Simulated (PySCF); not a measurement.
Si(H)(F)(Cl)(Et) (C2H6ClFSi), SMILES Cl[SiH](F)CC.

Geometry optimised at PBE0-D3(BJ)/def2-SVP. This is a generated structure with no PubChem entry under its InChIKey; it may be hypothetical. Other conformers were not sampled.

The numbers are results of PBE/def2-TZVP (PySCF), not measurements.

The molecule is in vacuum.

### Question
Estimate the frontier levels, gap, dipole moment and polarisability. (An estimate is asked for; the answer gives what the named calculation found.)

### Answer

- highest occupied level: -7.37 eV
- lowest empty level: -0.34 eV
- orbital gap: 7.03 eV
- dipole moment: 2.14 D
- quadrupole, principal values (traceless, Buckingham form, about the centre of nuclear charge): -3.39, 1.46, 1.94 D·Å
- mean static polarisability: 61.3 bohr³ (9.08 Å³)
- polarisability, principal values: 52.4, 62.9, 68.6 bohr³
